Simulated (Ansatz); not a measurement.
One change: `O=C(S)BF` becomes `CCC(=O)S`.

Ansatz, PBE0-D4/def2-TZVP geometries, multiplicity 1. Each molecule was computed in one conformer, which needn't be the lowest.

```csv
property,`O=C(S)BF`
LUMO energy (ωB97M-V/def2-TZVPP) / eV,-0.35
HOMO–LUMO gap (PBE/def2-TZVPP) / eV,2.74
HOMO–LUMO gap (PBE0/def2-TZVPP) / eV,5.15
size of the dipole moment (PBE/def2-TZVPP) / D,2.73
HOMO energy (ωB97M-V/def2-TZVPP) / eV,-9.89
LUMO energy (PBE0/def2-TZVPP) / eV,-2.50
```

(1) Give the same properties after the change, and the shifts. (An estimate is asked.)

Answers

(1) The calculation gave: 
```csv
property,`CCC(=O)S`,shift
LUMO energy (ωB97M-V/def2-TZVPP) / eV,1.70,2.05
HOMO–LUMO gap (PBE/def2-TZVPP) / eV,4.50,1.76
HOMO–LUMO gap (PBE0/def2-TZVPP) / eV,7.07,1.92
size of the dipole moment (PBE/def2-TZVPP) / D,1.64,-1.09
HOMO energy (ωB97M-V/def2-TZVPP) / eV,-9.92,-0.03
LUMO energy (PBE0/def2-TZVPP) / eV,-0.57,1.93
```

Dipoles are sizes alone; their direction can turn.
